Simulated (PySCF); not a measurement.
Ge(Cl)2(OH)2 (Cl2GeH2O2), SMILES [OH][Ge]([OH])([Cl])[Cl].

The structure is a stationary point at PBE-D3(BJ)/def2-SVP. Other conformers were not sampled.

Level of theory: PySCF with PBE-D3(BJ)/def2-SVP.

Frequencies are harmonic and unscaled.

Computed harmonic wavenumbers and intensities:
```
mode  ν (cm⁻¹)  IR (km/mol)  moving atoms (share of kinetic energy)
----  --------  -----------  --------------------------------------
1          107         32.6                 Cl 46 %, H 30 %, O 21 %
2          138         48.6                                  H 90 %
3          143         12.4         Cl 43 %, O 31 %, H 17 %, Ge 8 %
4          193         11.1                O 38 %, Ge 31 %, Cl 30 %
5          212          6.5         H 41 %, O 36 %, Cl 14 %, Ge 8 %
6          224         47.5        O 55 %, Cl 17 %, Ge 14 %, H 14 %
7          253         93.8                          O 68 %, H 20 %
8          405         37.0                        Cl 75 %, Ge 19 %
9          445         83.6                        Cl 59 %, Ge 40 %
10         687         73.9                         O 85 %, Ge 14 %
11         722        108.8                         O 75 %, Ge 24 %
12         892         33.7                                  H 93 %
13         914        145.0                                  H 90 %
14        3706        104.8                                  H 94 %
15        3708         61.4                                  H 94 %
```
